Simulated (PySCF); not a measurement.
Species: C₆H₁₃OP.
Atom-mapped SMILES: `[CH3:1][C@@H:2]1[CH2:3][C@@H:4]([CH3:5])[P@H:6](=[O:7])[CH2:8]1`

Definitions: NICS(0) = −σiso at the ring centroid; NICS(1) = −σiso and NICS(1)zz = −σzz at ±1 Å along the ring normal z. Level: GIAO PBE0/pcSseg-1 (PySCF, non-relativistic, gas phase) on the GFN2-xTB geometry, one conformer.

Ring bond lengths (Å), with Mayer bond orders in brackets: C2–C3 1.534 (1.01), C3–C4 1.528 (0.95), C4–P6 1.846 (0.86), P6–C8 1.841 (0.90), C8–C2 1.533 (0.99).

What do the NICS probes read (ppm)?

```json
{"ring": "C2–C3–C4–P6–C8", "type": "5-membered ring with P; formal bonds all single", "NICS(0)": "-5.3", "NICS(1), two faces": "-4.7 / -3.3", "NICS(1)zz, two faces": "-3.7 / -4.2", "rms pucker (Å)": "0.20", "centre to ring atoms, mean (Å)": "1.38"}
```

What do they say, and how far can they be read as aromaticity?

- C2–C3–C4–P6–C8: mean NICS(1)zz -3.9 ppm, shielded. C2, C3, C4, P6, C8 have four or more neighbours; no verdict on aromaticity is drawn.

How shielded are the nuclei of the rings and their hydrogens (means over atoms taken as equivalent)?

```csv
atoms,environment,σ isotropic (ppm)
C2,sp3 CH carbon,150.6
C3,ring CH2 carbon,143.1
C4,sp3 carbon bound to phosphorus,150.8
P6,phosphoryl phosphorus,286.9
C8,sp3 carbon bound to phosphorus,147.8
H on C2,methine hydrogen,29.43
H on C3,methylene hydrogen,29.86
H on C3,methylene hydrogen,30.70
H on C4,methine hydrogen,29.69
H on P6,P–H hydrogen,24.40
H on C8,methylene hydrogen,30.16
H on C8,methylene hydrogen,30.17
```

Rough CPU time on one thread of a shared machine: about 1.8 min. This is the whole shielding run at PBE0/pcSseg-1, SCF included.
